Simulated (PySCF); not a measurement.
Computed NMR parameters against published values

Bonds (- single, = double, # triple, : aromatic): F1-C2 1.330 Å, C2:C3 1.378 Å, C3:C4 1.387 Å, C4:C5 1.378 Å, C5-F6 1.330 Å, C5:C7 1.387 Å, C7-F8 1.323 Å, C7:C9 1.386 Å, C9-F10 1.323 Å, C9:C2 1.387 Å. C3 carries H11; C4 carries H12.

Measured values that the calculation should reproduce: δ ¹⁹F F1/F6 -139.9; F8/F10 -156.4 ppm (measured; G. Saielli, R. Bini, A. Bagno, Computational 19F NMR. 2. Organic compounds, RSC Adv. 2014, ESI (exp. from Berger-Braun-Kalinowski 1994 and Everett 1995)).

PySCF calculation with NMR shieldings at B97-2/pcSseg-2/GIAO and geometry from PBE0-D3(BJ)/def2-TZVP; no solvent model, no relativistic terms, one conformer, averaged over atoms made equivalent by symmetry, fast rotation or ring inversion.

Q: How close does the calculation come?

A: 
Reference values: measured (G. Saielli, R. Bini, A. Bagno, Computational 19F NMR. 2. Organic compounds, RSC Adv. 2014, ESI (exp. from Berger-Braun-Kalinowski 1994 and Everett 1995)).
```csv
atoms,quantity,reference,computed,"computed, scaled"
F1/F6,δ ¹⁹F vs CFCl3,-139.9,-143.8,-140.2
F8/F10,δ ¹⁹F vs CFCl3,-156.4,-159.9,-155.4
```

Computed shifts are σ(ref) − σ with the named reference compound (TMS for H and C) calculated as an isolated molecule at the same level. The measured values may be among those fitted. Shieldings were converted by a linear fit to measured shifts: ¹⁹F: δ = 163.32 − 0.949σ +9.6 on sp3 carbon (rms 4.2 ppm, 161 shifts, 5.7 ppm with the 8 outliers that the fit left out vs CFCl3, solution or neat liquid). A few per cent of atoms miss by over 2 rms, more outside the fitted compound classes.

Q: How far are the unscaled ¹⁹F shifts from the references?

A: Mean signed difference -3.70 ppm, mean absolute 3.70 ppm over 2 comparisons; the largest is -3.9 ppm at F1/F6 (aryl fluorine).
